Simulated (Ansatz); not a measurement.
Input and output for C5H3NO, SMILES `N#Cc1ccco1`.

```yaml
crystal:
  periodic: [false, false, false]
  atoms:
    - {symbol: N, position_ang: [1.134802, -3.119073, 0.645241]}
    - {symbol: C, position_ang: [0.782152, -2.045001, 0.421845]}
    - {symbol: C, position_ang: [0.319564, -0.741589, 0.151657]}
    - {symbol: C, position_ang: [-0.937912, -0.225743, 0.073717]}
    - {symbol: C, position_ang: [-0.775502, 1.150137, -0.229270]}
    - {symbol: C, position_ang: [0.562562, 1.359871, -0.310537]}
    - {symbol: O, position_ang: [1.243261, 0.223938, -0.082685]}
    - {symbol: H, position_ang: [-1.855732, -0.772420, 0.217017]}
    - {symbol: H, position_ang: [-1.550426, 1.886168, -0.368137]}
    - {symbol: H, position_ang: [1.160532, 2.232412, -0.515846]}
basis:
  gaussian: {orbitals: ANO-RCC-VTZP}
magnetization: {spin_polarized: true, initial_magnetization: 2}
hamiltonian: {xc: {name: PBE-QIDH}}
output: {forces: true}
```

```sh
$ ansatz run in.yaml --threads 4 --pin off --events-out ev --progress --plain --max-ram 10444MiB
```

It prints (some lines left out):

```
Functional definition: PBE-QIDH
1495 factors; integrals over basis functions are off by at most 8.8e-4 eV
mean field evaluation 1: about -8745.0661 eV, gradient 3.1e1 eV
mean field evaluation 2: about -8745.2412 eV, gradient 3.1e1 eV
mean field evaluation 4: about -8749.6816 eV, gradient 7.5e0 eV
mean field evaluation 8: about -8750.0814 eV, gradient 8.1e-1 eV
mean field evaluation 16: about -8750.1285 eV, gradient 4.5e-2 eV
mean field evaluation 32: about -8750.1286 eV, gradient 2.4e-5 eV
mean field -8750.12859257 eV, -321.5612947267 hartree, gradient 8.2e-6 eV, S^2 2.140470; 0 other end points of the search recorded, 0 dependent functions left out
7 core orbitals not correlated: weight in the atoms' cores, before any rotation towards them, 1.000 or more for the frozen orbitals, at most 0.000 for the correlated occupied ones
reference -8750.12860990 eV, -321.5612953635 hartree; 18, 16 occupied and 227, 229 virtual orbitals, 1495 factors
second order -34.92706556 eV of doubles, -0.00000000 eV of singles
Total energy: -8761.77096508 eV, -321.9891440251 hartree
Relativity: scalar
Atom 0 at     1.134802    -3.119073     0.645241 Å, force     0.467798    -1.475512     0.307369 eV/Å
Atom 1 at     0.782152    -2.045001     0.421845 Å, force    -1.104551     3.086033    -0.639501 eV/Å
Atom 2 at     0.319564    -0.741589     0.151657 Å, force     4.681124    -4.143049     0.772771 eV/Å
Atom 3 at    -0.937912    -0.225743     0.073717 Å, force    -4.968172     4.401665    -0.822038 eV/Å
Atom 4 at    -0.775502     1.150137    -0.229270 Å, force    -2.465532    -2.741038     0.662265 eV/Å
Atom 5 at     0.562562     1.359871    -0.310537 Å, force     1.114434     1.548402    -0.366863 eV/Å
Atom 6 at     1.243261     0.223938    -0.082685 Å, force     2.215179    -0.572538     0.064874 eV/Å
Atom 7 at    -1.855732    -0.772420     0.217017 Å, force     0.156636     0.217475    -0.051475 eV/Å
Atom 8 at    -1.550426     1.886168    -0.368137 Å, force     0.097113    -0.169438     0.034334 eV/Å
Atom 9 at     1.160532     2.232412    -0.515846 Å, force    -0.194029    -0.151999     0.038265 eV/Å
Dipole moment:    -0.494426     1.007255    -0.205114 e Å
```

Hardware: 4 threads of an Arm Neoverse V1 on a shared host. Wall time 58 s, peak host memory 1.5 GiB.
